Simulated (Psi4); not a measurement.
Two rigid molecules brought together: H4Si ··· F4Si (SMILES [SiH4] and F[Si](F)(F)F), singlet. Monomers: optimised at B3LYP-D3(BJ) (def2-TZVP), held rigid. Orientation: lowest of the rigid-body minima from ten starts at GFN2-xTB. R is the distance of the centres of mass, along which the second monomer moves.

Methods: BLYP-D3(BJ)/def2-TZVP, counterpoise-corrected (Psi4); SAPT0/jun-cc-pVDZ, frozen core (Psi4).

Interaction energies in kcal/mol:

```tsv
R / Å	BLYP-D3(BJ)/def2-TZVP
3.39	3.38
3.54	1.18
3.78	-0.51
3.95	-0.95
4.15	-1.07
4.37	-0.99
4.67	-0.76
4.91	-0.59
5.43	-0.33
6.12	-0.17
7.11	-0.07
8.41	-0.02
```

Problem. What does SAPT0/jun-cc-pVDZ give at the same points?

Solution. 3.39: 5.71; 3.54: 3.29; 3.78: 1.24; 3.95: 0.54; 4.15: 0.13; 4.37: -0.05; 4.67: -0.12; 4.91: -0.12; 5.43: -0.08; 6.12: -0.04; 7.11: -0.02; 8.41: -0.01 (kcal/mol).
